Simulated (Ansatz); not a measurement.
One geometry of the cluster Mg4, several levels of theory.

```yaml
crystal:
  periodic: [false, false, false]
  atoms:
    - {symbol: Mg, position_ang: [0.605967, 1.501135, -1.147287]}
    - {symbol: Mg, position_ang: [-0.711312, -1.206578, -1.406339]}
    - {symbol: Mg, position_ang: [-1.457153, -0.187419, 1.334646]}
    - {symbol: Mg, position_ang: [1.562499, -0.107128, 1.218990]}
basis:
  gaussian: {orbitals: def2-TZVP}
hamiltonian: {xc: pbe0}
output: {orbitals: {seedname: orbitals}}
```

The file start.molden holds the orbitals of an earlier run on this structure, at another level or in another basis.

```sh
$ ansatz run in.yaml --threads 4 --pin off --events-out ev --progress --plain --max-ram 3916MiB
```

It prints (some lines left out):

```
Functional definition: PBE0
1152 factors; their error is unknown
mean field evaluation 1: about -21765.6334 eV, gradient 6.3e0 eV
mean field evaluation 2: about -21765.6454 eV, gradient 5.2e0 eV
mean field evaluation 4: about -21765.7475 eV, gradient 1.6e-1 eV
mean field evaluation 8: about -21765.8358 eV, gradient 8.8e-3 eV
mean field -21765.83583278 eV, -799.8797134414 hartree, gradient 6.7e-6 eV, S^2 0.000000; 0 other end points of the search recorded, 0 dependent functions left out
reference -21765.83585992 eV, -799.8797144387 hartree; 24, 24 occupied and 104, 104 virtual orbitals, 1152 factors
Total energy: -21765.83585992 eV, -799.8797144387 hartree
```

Hardware: 4 threads of Arm Neoverse V1 on a shared host. Wall time 1.3 s.

As the first input, with `gaussian: {orbitals: def2-TZVP, initial_orbitals: start.molden}`, `hamiltonian: {xc: pbe}`, `scf: {omitted_lower_state_checks: [starts]}` (abridged; 1 s):

```
Functional definition: PBE
mean field -21764.04649500 eV, -799.8139564906 hartree, gradient 1.9e-5 eV, S^2 0.000000
Total energy: -21764.04653133 eV, -799.8139578257 hartree
Checks for a lower state left out: starts
```

As the first input, with `gaussian: {orbitals: def2-TZVP, initial_orbitals: start.molden}`, `hamiltonian: {xc: r2scan}`, `scf: {omitted_lower_state_checks: [starts]}` (abridged; 2.3 s):

```
Functional definition: r2SCAN
mean field -21773.96589617 eV, -800.1784877601 hartree, gradient 2.0e-5 eV, S^2 0.000000
Total energy: -21773.96590750 eV, -800.1784881765 hartree
Checks for a lower state left out: starts
```

Geometry: PBE0/def2-TZVP, that of the charge +1 doublet.

The structure comes from a short search, and lower isomers may exist.
